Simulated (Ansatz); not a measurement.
Consider the redistribution: `[NH2][Hf]([F])([Cl])[Br]` + `OC(O)N[SiH3]` → `[OH][Hf]([F])([Cl])[Br]` + `NC(O)N[SiH3]`.

Computed with Ansatz on PBE0-D4/def2-TZVP structures; ΔE is electronic, products minus reactants. CCSD(T)/CBS adds triple-zeta CCSD(T) − MP2 to the extrapolated MP2 energy (def2 sets, frozen cores). DFT in def2-TZVPP. B3LYP here is the variant with VWN-RPA as its local correlation; programs differ in this. Elements past krypton have def2 core potentials. For Br, Hf outer-core shells are correlated without core-valence functions, which leaves a few kJ/mol of doubt a bond. Scalar relativity is left out up to krypton. One conformer a species, not always the lowest.

`[NH2][Hf]([F])([Cl])[Br]`:

Z-matrix (Å, degrees):
```
Hf
F 1 1.890
Cl 1 2.346 2 112.4
N 1 1.998 2 105.4 3 -118.3
Br 1 2.508 2 111.4 3 123.4
H 4 1.011 1 125.8 2 174.3
H 4 1.011 1 125.1 2 -5.6
```

`OC(O)N[SiH3]`:

```xyz
12

O     1.293   -1.237   -0.665
C     0.154   -0.944    0.082
O     0.176   -1.813    1.186
N     0.155    0.416    0.482
Si   -0.541    1.679   -0.474
H     1.392   -2.195   -0.682
H    -0.756   -1.122   -0.517
H    -0.550   -1.562    1.765
H     0.986    0.630    1.020
H    -1.885    1.210   -0.900
H     0.227    2.059   -1.692
H    -0.652    2.878    0.395
```

`[OH][Hf]([F])([Cl])[Br]`:

```xyz
6

O     0.710    0.144   -1.284
Hf   -0.262    0.012    0.326
F    -2.035    0.596    0.017
Cl    0.714    1.387    1.951
Br   -0.305   -2.368    1.098
H     1.179    0.230   -2.109
```

`NC(O)N[SiH3]`:

Cartesian coordinates in Å:
```
N -0.647 -1.761 0.853
C 0.167 -0.642 0.451
O 0.715 -0.067 1.616
N -0.513 0.374 -0.294
Si 0.333 1.482 -1.318
H -1.426 -1.435 1.414
H -1.024 -2.230 0.038
H 0.965 -1.034 -0.196
H 1.021 -0.796 2.166
H -1.306 0.741 0.217
H 1.118 2.542 -0.626
H -0.675 2.151 -2.180
H 1.272 0.674 -2.140
```

Problem. Is it downhill or uphill in electronic energy at CCSD(T)/CBS, and by how much? (Best estimate.)

Solution. Computed: Downhill: ΔE = -0.67 eV.

Problem. What do these levels give: r2SCAN-D4, ωB97X-V, B2PLYP, B3LYP, HF/def2-QZVPP, MP2/CBS(def2)? (An estimate is asked.)

Solution. The calculation gave: r2SCAN-D4 -0.64, ωB97X-V -0.67, B2PLYP -0.67, B3LYP -0.65, HF/def2-QZVPP -0.67, MP2/CBS(def2) -0.70 eV.

Largest T1 diagnostic among the species: 0.014.
